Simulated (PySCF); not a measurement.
# Spinor energies of O⁴⁺ (oxygen, charge +4)

Start: [He] 2s2. Calculated with PySCF 2.14 in an even-tempered Gaussian basis (18 s from 0.052 bohr⁻², ratio 2.6; 11 p from 0.068 bohr⁻², ratio 2.6; 8 d from 0.069 bohr⁻², ratio 2.8; 4 f from 2.4 bohr⁻², ratio 2.8): generalised Hartree-Fock with the X2C-1e Hamiltonian and a Gaussian nucleus; spin-orbit coupling (SO) screened by Boettger's factors.

| spinor shell | electrons | ε, screened SO (eV) | weight of nominal j (screened SO) | rms radius, screened SO (bohr) |
| --- | --- | --- | --- | --- |
| 1s1/2 | 2 | -669.61 | 1.000 | 0.228 |
| 2s1/2 | 2 | -111.40 | 1.000 | 1.01 |

| quantity | screened SO |
| --- | --- |
| E (hartree) | -68.31060 |
| M_J | 0 |
| ⟨J²⟩ | 0.000 |
| ⟨L²⟩ | 0.000 |
| ⟨S²⟩ | 0.000 |
